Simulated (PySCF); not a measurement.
Compound: [CrI4]2- (charge -2 and quintet state).
Bonds: Cr1–I2, Cr1–I3, Cr1–I4, Cr1–I5.

Theory: PBE0-D3(BJ)/def2-SVP geometry optimisation, gas phase, def2 core potentials past Kr in PySCF 2.14.0.

Question: What internal coordinates does the optimisation give?

Answer: 
```json
{"bond": "Cr1–I2 and 3 like bonds", "length (Å)": "2.780"}
```

Bonds in one row agree within 0.01 Å and their mean is given. A selection of angles:
```json
{"angle": "I2–Cr1–I3", "degrees": "135.2"}
{"angle": "I2–Cr1–I4", "degrees": "98.3"}
```

All 4 Cr–I bonds measure 2.779 to 2.781 Å. Cr1 (chromium bonded to 4 I) has angles from 98.3° to 135.4°.

Point group: D2d (tolerance 0.08 Å). Not checked by PBE0-D3(BJ)/def2-SVP frequencies. ⟨S²⟩ = 6.060 (exact for a quintet: 6.00). Whether so highly charged an anion holds all its electrons in the gas phase wasn't checked; a finite basis holds them in any case. No counter-ion or solvent screens the charge of this multiply charged ion. The geometry's basis has no diffuse functions, a weakness for an anion.

The run took 5.0 min wall on Arm Neoverse V1, one thread, shared host. This is the geometry optimisation.

Caution for open-shell metal species: one SCF solution and one stationary point were followed, and a lower state or a bent or distorted shape isn't ruled out.
